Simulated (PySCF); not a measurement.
C2H8Sn, SMILES [CH3][SnH2][CH3].

Geometry optimised at PBE-D3(BJ)/def2-SVP. The def2 effective core potentials stand for the cores of Sn; spin–orbit coupling is left out.

Level of theory: PBE-D3(BJ)/def2-SVP (PySCF).

Frequencies are harmonic and unscaled.

Computed vibrational spectrum:
| mode | ν (cm⁻¹) | IR (km/mol) | moving atoms (share of kinetic energy) |
|---|---|---|---|
| 1 | 89 | 0.0 | H 99 % |
| 2 | 90 | 0.0 | H 94 % |
| 3 | 129 | 0.9 | C 57 %, H 32 %, Sn 11 % |
| 4 | 324 | 19.3 | H 94 % |
| 5 | 463 | 0.0 | H 100 % |
| 6 | 497 | 9.6 | C 74 %, H 18 % |
| 7 | 505 | 69.7 | C 54 %, H 30 %, Sn 15 % |
| 8 | 537 | 27.7 | H 85 %, C 14 % |
| 9 | 693 | 90.6 | H 99 % |
| 10 | 727 | 108.7 | H 86 %, C 13 % |
| 11 | 757 | 0.0 | H 85 %, C 15 % |
| 12 | 759 | 76.5 | H 81 %, C 17 % |
| 13 | 766 | 34.1 | H 80 %, C 19 % |
| 14 | 1158 | 0.7 | H 82 %, C 18 % |
| 15 | 1164 | 0.1 | H 83 %, C 17 % |
| 16 | 1384 | 0.0 | H 95 % |
| 17 | 1384 | 1.3 | H 95 % |
| 18 | 1389 | 1.7 | H 95 % |
| 19 | 1392 | 4.5 | H 95 % |
| 20 | 1827 | 150.1 | H 99 % |
| 21 | 1835 | 219.0 | H 99 % |
| 22 | 2990 | 4.9 | H 98 % |
| 23 | 2990 | 8.2 | H 98 % |
| 24 | 3101 | 0.0 | H 90 %, C 10 % |
| 25 | 3102 | 7.1 | H 90 %, C 10 % |
| 26 | 3104 | 1.8 | H 90 %, C 10 % |
| 27 | 3104 | 3.6 | H 90 %, C 10 % |
